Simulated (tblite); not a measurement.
C7H8FO (doublet state).
Structure used (GFN2-xTB), in Å, numbered top down from 1:
```
atom  x, y, z in Å
C1     2.5759   -0.7307   -0.3445
C2     1.3328   -0.6055   -0.7802
C3     0.3432    0.3070   -0.1782
C4     0.7784    1.5804    0.0378
F5     0.0432    2.5506    0.5923
C6    -0.9636   -0.1614    0.1182
C7    -2.0374    0.7573    0.5826
C8    -1.2731   -1.5620    0.0104
O9    -0.5001   -2.4608   -0.2733
H10    2.9358   -0.1983    0.5208
H11    3.2713   -1.4015   -0.8176
H12    0.9822   -1.1930   -1.6153
H13    1.7699    1.9198   -0.2194
H14   -2.1580    1.5979   -0.1012
H15   -2.9848    0.2298    0.6660
H16   -1.7902    1.1796    1.5583
H17   -2.3324   -1.7971    0.2333
```

All values are computed: GFN2-xTB (tblite) harmonic vibrations without scaling, gas phase. This tight-binding method is rough: wavenumbers can miss measured ones by several per cent, in bad cases by 10 to 20. One conformer, not necessarily the lowest. Open shells enter through the occupations alone, without spin polarisation, and single modes of such species can be off by tens of per cent.

Harmonic wavenumbers (cm⁻¹): 46.6, 85.2, 164.4, 176.4, 195.8, 213.4, 253.6, 269.3, 325.9, 359.7, 410.4, 524.2, 575.3, 637.5, 667.8, 724.5, 772.4, 868.1, 894.9, 974.7, 992.8, 995.7, 1018.1, 1100.3, 1151.1, 1232.2, 1265.7, 1284.1, 1361.0, 1392.1, 1406.3, 1422.1, 1457.2, 1474.6, 1508.7, 1642.7, 1686.0, 2758.1, 2978.0, 3006.2, 3038.2, 3085.5, 3094.0, 3101.8, 3137.4.

A = 1968, B = 1522, C = 881.9 MHz; mass 127.056 u (most abundant isotopes); point group C1, symmetry number 1; spin multiplicity 2.

Zero-point energy?

½Σν̃ = 27865 cm⁻¹ = 79.67 kcal/mol.

Give the ideal-gas entropy at 298.15 K and 1 bar in the rigid-rotor, harmonic-oscillator model (classical rotation).

Translation 40.46, rotation 29.19, vibration 27.77, spin (R ln 2) 1.38: S = 98.8 cal/(mol K).

And Cp and H(298.15 K) − H(0)?

Cp = 37.40 cal/(mol K), of which vibrations give 29.45 (their classical limit is 45 R = 89.4); H(298.15 K) − H(0) = 6.86 kcal/mol without the zero-point energy, 4.49 from vibrations.

Blend soft modes into free rotors: weight 1/[1 + (100 cm⁻¹/ν̃)⁴] for the oscillator and the rest for a rotor with moment μB/(μ + B), μ = h/(8π²ν), B = 10⁻⁴⁴ kg m². What vibrational entropy results?

25.99 cal/(mol K) in place of 27.77, which changes −T·S at 298.15 K by +0.53 kcal/mol.

How do the functions run with temperature in this model?

```json
{"T (K)": "50", "S (cal/(mol K))": "59.3", "Cp (cal/(mol K))": "12.2", "H − H(0) (kcal/mol)": "0.48", "G − H(0) (kcal/mol)": "-2.49", "ln q(vib)": "0.42"}
{"T (K)": "100", "S (cal/(mol K))": "69.7", "Cp (cal/(mol K))": "18.5", "H − H(0) (kcal/mol)": "1.25", "G − H(0) (kcal/mol)": "-5.72", "ln q(vib)": "1.42"}
{"T (K)": "373.15", "S (cal/(mol K))": "107.9", "Cp (cal/(mol K))": "43.9", "H − H(0) (kcal/mol)": "9.91", "G − H(0) (kcal/mol)": "-30.35", "ln q(vib)": "8.29"}
{"T (K)": "500", "S (cal/(mol K))": "122.1", "Cp (cal/(mol K))": "53.4", "H − H(0) (kcal/mol)": "16.10", "G − H(0) (kcal/mol)": "-44.95", "ln q(vib)": "11.43"}
{"T (K)": "750", "S (cal/(mol K))": "146.4", "Cp (cal/(mol K))": "66.5", "H − H(0) (kcal/mol)": "31.21", "G − H(0) (kcal/mol)": "-78.61", "ln q(vib)": "17.32"}
{"T (K)": "1000", "S (cal/(mol K))": "166.8", "Cp (cal/(mol K))": "75.0", "H − H(0) (kcal/mol)": "48.98", "G − H(0) (kcal/mol)": "-117.84", "ln q(vib)": "22.72"}
```

q(vib) and H(0) count from the zero-point level.

Hindered rotation and anharmonicity are outside this model. Other conformers, if any are populated, would add a mixing term that is left out. The structure is chiral; the term R ln 2 for an equal mix with its mirror image is left out.

On an Arm Neoverse V2 with one thread, on a shared host, this took 0.46 s wall. This covers the Hessian and the dipole derivatives.
